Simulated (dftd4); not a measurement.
C6H6, triplet, geometry from GFN2-xTB (a higher spin typed on purpose: for a closed-shell molecule this is an excited state); D4 for pbe0 in dftd4.

Here is a job for dftd4.
```
$ dftd4 mol.xyz --func pbe0 --charge 0 --json dftd4.json --noedisp

# file mol.xyz
12

C     -0.84506378     1.12846096     0.22175988
C     -1.39443514    -0.06865515    -0.09830087
C     -0.57097837    -1.20700359    -0.30573960
C      0.82993445    -1.12351932    -0.08797213
C      1.40682046     0.06054851     0.23221639
C      0.60278941     1.27193957     0.08684995
H     -1.44888616     1.98096673     0.49236662
H     -2.46819299    -0.19836118    -0.08793953
H     -1.03058254    -2.17716369    -0.40813274
H      1.40885967    -2.03697827    -0.06993663
H      2.44694749     0.13344312     0.51045673
H      0.91745239     1.92746746    -0.72969618
```

It wrote (shortened):

```
                    ____  _____ _____     ____  _  _
      -------------|  _ \|  ___|_   _|---|  _ \| || |------------
     |             | | | | |_    | | ___ | | | | || |_           |
     |             | |_| |  _|   | ||___|| |_| |__   _|          |
     |             |____/|_|     |_|     |____/   |_|            |
     |             ===================================           |
     |            E. Caldeweyher, S. Ehlert & S. Grimme          |
     |          Mulliken Center for Theoretical Chemistry        |
     |                    University of Bonn                     |
      -----------------------------------------------------------

Rational (Becke-Johnson) damping: pbe0-D4-ATM
---------------------
  s6         1.0000
  s8         1.2007
  s9         1.0000
  a1         0.4009
  a2         5.0293
 alp        16.0000
--------------------

Dispersion energy:      -9.0163840035751E-03 Eh

[Info] JSON dump of results written to 'dftd4.json'
```
